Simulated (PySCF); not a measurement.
# Spin states and ions at one geometry of [WO3(OH)]−

PySCF 2.14.0, RKS r2SCAN, W def2-SVP with ECP60, O def2-SVP, H def2-SVP; non-relativistic Hamiltonian with scalar-relativistic core potentials where named; density fitting; no spin-orbit coupling; singlets restricted, open shells unrestricted. The geometry is relaxed for charge -1, singlet, vacuum:

```xyz
6

W     0.0084   -0.0084   -0.0601
O     0.9412    1.0788    0.9606
O    -1.0788   -0.9412    0.9606
O     1.0774   -1.0774   -0.9564
O    -1.0448    1.0448   -1.3286
H    -1.6624    1.6624   -0.9170
```

Energies count from the relaxed state; an electron taken off or put on is at rest in vacuum. Charges and spins are Mulliken's.

```csv
state,energy (eV),spin squared,charge on W1 (e),spin on W1 (e),dipole about the centre of mass (D)
"charge -1, singlet, vacuum",0.00,0.00,0.89,0.00,3.28
"charge -1, triplet, vacuum",5.04,2.02,0.75,0.60,2.14
```

Problem. What does the state charge 0, doublet, vacuum give?

Solution. energy (eV) 4.71, spin squared 0.78, charge on W1 (e) 1.17, spin on W1 (e) -0.23, dipole about the centre of mass (D) 2.48.

With an electron taken off (doublet) the charges change, summed by element, by W +0.28 e, O +0.68 e, H +0.04 e. The vertical ionisation energy is 4.71 eV, against −ε(HOMO) = 1.50 eV of the relaxed state. The level lies 3.2 eV too high, as is usual for semilocal functionals and global hybrids, which keep a self-interaction error.

Open shells may have lower solutions than those found.

No frequency check is given that shows the relaxed geometry to be a minimum.
